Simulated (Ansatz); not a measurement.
Start from `B[NH][SnH]([NH2])[OH]` and change one atom or group to get `[NH2][SnH]([OH])[SiH2]F`.

Ansatz, PBE0-D4/def2-TZVP geometries, multiplicity 1. Each molecule was computed in one conformer, which needn't be the lowest.

Elements past krypton have def2 core potentials.

| property | `B[NH][SnH]([NH2])[OH]` |
| --- | --- |
| LUMO energy (PBE/def2-TZVPP) / eV | -1.40 |
| HOMO–LUMO gap (PBE/def2-TZVPP) / eV | 4.79 |
| size of the dipole moment (B3LYP/def2-TZVPP) / D | 2.91 |
| HOMO–LUMO gap (ωB97M-V/def2-TZVPP) / eV | 11.26 |
| LUMO energy (B3LYP/def2-TZVPP) / eV | -0.76 |
| HOMO–LUMO gap (B3LYP/def2-TZVPP) / eV | 6.59 |

Question: Give the same properties after the change, and the shifts. (An estimate is asked.)

Answer: The calculation gave: 
```csv
property,`[NH2][SnH]([OH])[SiH2]F`,shift
LUMO energy (PBE/def2-TZVPP) / eV,-1.87,-0.47
HOMO–LUMO gap (PBE/def2-TZVPP) / eV,4.14,-0.65
size of the dipole moment (B3LYP/def2-TZVPP) / D,2.28,-0.63
HOMO–LUMO gap (ωB97M-V/def2-TZVPP) / eV,10.09,-1.17
LUMO energy (B3LYP/def2-TZVPP) / eV,-1.29,-0.53
HOMO–LUMO gap (B3LYP/def2-TZVPP) / eV,5.81,-0.78
```

With PBE0 the HOMO rises by 0.27 eV and the LUMO falls by 0.67 eV, so the gap narrows by about 0.94 eV. PBE moves the HOMO by 0.18 eV and ωB97M-V by 0.43 eV. Dipoles are sizes alone; their direction can turn.

Positive LUMOs are unbound, so they and the gaps depend on the basis.

B3LYP here is the variant with VWN-RPA as its local correlation; programs differ in this.
